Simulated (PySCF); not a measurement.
## Magnetisability: SMILES C1C[C@]2(OC)[C@H]1[C@H]2O, C$_{6}$H$_{10}$O$_{2}$

Cartesian coordinates in Å; atom numbers follow the order of the lines, from 1:
```xyz
18

C     2.245    0.010    0.862
O     0.905    0.284    1.233
C    -0.005   -0.006    0.231
C    -0.486   -1.399   -0.172
C    -1.902   -0.815   -0.375
C    -1.397    0.559    0.049
C    -0.280    0.981   -0.874
O     0.253    2.257   -0.745
H     2.522    0.551   -0.048
H     2.393   -1.063    0.700
H     2.865    0.342    1.692
H    -0.007   -1.821   -1.056
H    -0.432   -2.112    0.647
H    -2.638   -1.232    0.308
H    -2.285   -0.865   -1.394
H    -1.939    1.265    0.655
H    -0.288    0.681   -1.915
H     0.464    2.390    0.189
```

Method: GIAO PBE/pcSseg-1 magnetisability, rotational g tensor and spin-rotation constants, non-relativistic, gas phase in PySCF. Geometry: GFN2-xTB.

**Question.** What are the magnetisability and the molar susceptibility?

**Answer.** Isotropic -1267 × 10⁻³⁰ J/T², or -76.3 × 10⁻⁶ cm³/mol; principal values -1403, -1329, -1070 × 10⁻³⁰ J/T², anisotropy 303 × 10⁻³⁰ J/T² (root of half the summed squared differences of the principal values). The susceptibility is in cgs units.

**Question.** Split it along the inertial axes a, b, c into diamagnetic and paramagnetic parts about the centre of mass, with the quadrupole moment.

**Answer.** 
```tsv
axis	χ (10⁻⁶ cm³/mol)	diamagnetic (10⁻⁶ cm³/mol)	paramagnetic (10⁻⁶ cm³/mol)	summed x² of all electrons (Å²)	quadrupole Θ (D Å)
a	-83.4	-523.0	439.5	135.5	+5.77
b	-73.5	-703.0	629.5	93.0	-6.18
c	-72.0	-969.4	897.3	30.2	+0.41
```
Anisotropies 2χaa − χbb − χcc = -21.3 and 2χbb − χaa − χcc = +8.4 × 10⁻⁶ cm³/mol. Θ is traceless in Buckingham's convention.

**Question.** And the rotational g tensor?

**Answer.** 
```tsv
axis	rotational constant (GHz)	g	nuclear part	electronic part
a	2.8839	-0.0086	0.5869	-0.5955
b	2.0833	-0.0090	0.6070	-0.6161
c	1.4115	-0.0097	0.5854	-0.5950
```
Asymmetric top; isotopes 12C, 1H, 16O; no vibrational averaging.
